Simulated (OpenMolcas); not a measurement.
## Ionisation energies of manganese

* Program: OpenMolcas 26.06
* Basis: ANO-RCC [10s9p8d6f4g2h]
* Scalar Hamiltonian: DKH2, point nucleus
* Spin-orbit coupling: state interaction with AMFI integrals over the reference wave functions, term energies averaged over their components

Active shells in each charge state: the valence d, s shells, with orbitals averaged over the low states. Where CASPT2's correlated closed shells are named, they are those of the first ion.

A. CASSCF
B. SS-CASPT2, IPEA 0.25 Eh, imaginary shift 0.1 Eh (closed shells correlated: 3s 3p)
C. SS-CASPT2, IPEA 0 Eh, imaginary shift 0.1 Eh (closed shells correlated: 3s 3p)
D. SS-CASPT2, IPEA 0.25 Eh, imaginary shift 0.1 Eh (closed shells correlated: 2s 2p 3s 3p)

Energies in eV between the lowest computed levels, named as in B; reference values from the NIST Atomic Spectra Database with their kind.

```json
{"From": "Mn 3d⁵ 4s² ⁶S_5/2", "To": "Mn+ 3d⁵ 4s ⁷S₃", "A": "3.800", "B": "8.460", "C": "8.681", "D": "8.399", "Spin-orbit share in B": "+0.000", "Reference": "7.434 (measured)"}
{"From": "Mn+ 3d⁵ 4s ⁷S₃", "To": "Mn2+ 3d⁵ ⁶S_5/2", "A": "14.861", "B": "15.742", "C": "15.833", "D": "15.738", "Spin-orbit share in B": "+0.000", "Reference": "15.640 (measured)"}
```

Error against the reference values, in %:

```tsv
From	Reference	A	B	C	D
Mn	measured	-48.9	+13.8	+16.8	+13.0
Mn+	measured	-5.0	+0.7	+1.2	+0.6
```

Mean absolute error over the 2 measured values: A 2.21 eV, B 0.56 eV, C 0.72 eV, D 0.53 eV.

The lowest level within the active space need not be the ion's true ground level.
